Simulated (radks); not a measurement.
All-electron atom: Ne I in [Ne]. All-electron calculation, scalar-relativistic Kohn-Sham, Slater X-alpha with alpha = 0.942, spin-polarised, spherical densities, finite nucleus; Fermi nuclear charge, rms radius 3.0055 fm. Program: a radial shooting solver on a logarithmic mesh with Libxc functionals.

Normalised radial functions P(r) = r R(r), r in bohr:

r,2s,2p
0.00762,0.1048,0.0017
0.01041,0.1390,0.0032
0.01422,0.1825,0.0058
0.01943,0.2361,0.0106
0.02676,0.3008,0.0193
0.03655,0.3696,0.0343
0.04994,0.4353,0.0599
0.06822,0.4810,0.1023
0.0932,0.4805,0.1698
0.1273,0.3996,0.2711
0.174,0.2066,0.4119
0.2376,-0.1077,0.5875
0.3247,-0.5023,0.7748
0.4435,-0.8731,0.9280
0.6059,-1.0818,0.9895
0.8345,-1.0353,0.9187
1.14,-0.7745,0.7335
1.557,-0.4442,0.4933
2.128,-0.1856,0.2696
2.907,-0.0519,0.1130

2s: eigenvalue -40.593 eV, 1 radial node at r = 0.216 bohr, <r> = 0.878 bohr, 90 % of the charge inside 1.41 bohr. 2p: eigenvalue -17.345 eV, 0 radial nodes, <r> = 0.925 bohr, 90 % of the charge inside 1.62 bohr.
